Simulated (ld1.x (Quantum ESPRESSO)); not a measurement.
u(r) = r·R(r): atom against pseudo-atom (caesium (Cs))

Columns: radius, all-electron u(r) and pseudo u(r) of the 6p shell (level -0.96 eV) of caesium in the configuration [Kr] 4d10 5s2 5p6 5d1 6s0 6p0; LDA (PZ), scalar-relativistic, PAW scheme, ld1.x (Quantum ESPRESSO) 7.5.

| r (bohr) | all-electron | pseudo |
| --- | --- | --- |
| 0.230 | -0.0504 | -0.0221 |
| 0.460 | 0.0592 | -0.0832 |
| 0.690 | 0.0618 | -0.1687 |
| 0.920 | -0.0164 | -0.2583 |
| 1.150 | -0.0894 | -0.3317 |
| 1.380 | -0.1298 | -0.3725 |
| 1.610 | -0.1387 | -0.3726 |
| 1.840 | -0.1243 | -0.3334 |
| 2.070 | -0.0948 | -0.2637 |
| 2.300 | -0.0569 | -0.1775 |
| 2.530 | -0.0152 | -0.0892 |
| 2.760 | 0.0275 | -0.0098 |
| 2.990 | 0.0691 | 0.0550 |
| 3.220 | 0.1085 | 0.1052 |
| 3.450 | 0.1450 | 0.1448 |
| 3.680 | 0.1784 | 0.1784 |
| 3.910 | 0.2086 | 0.2086 |
| 4.140 | 0.2355 | 0.2355 |
| 4.370 | 0.2595 | 0.2595 |
| 4.600 | 0.2806 | 0.2806 |
| 4.830 | 0.2990 | 0.2990 |
| 5.060 | 0.3149 | 0.3149 |
| 5.290 | 0.3286 | 0.3286 |
| 5.520 | 0.3400 | 0.3400 |
| 5.750 | 0.3494 | 0.3494 |
| 5.980 | 0.3570 | 0.3570 |

(1) How many radial nodes do the two functions have?

(2) At about which radius was the pseudo-wave matched?

(3) Is the pseudo-wave norm-conserving?

## Answers

(1) The all-electron 6p function has n − l − 1 = 4 (the table is too coarse to show those close to the nucleus); the pseudo-wave has 1, since 1 lower shell of the same l stays in the valence.

(2) 3.70 bohr. The columns agree to 0.0005 from 3.45 bohr on; several derivatives are matched, so the curves merge somewhat inside the radius.

(3) No, it belongs to a PAW set: the norm inside the radius is not constrained, and the difference is carried by the augmentation charge.
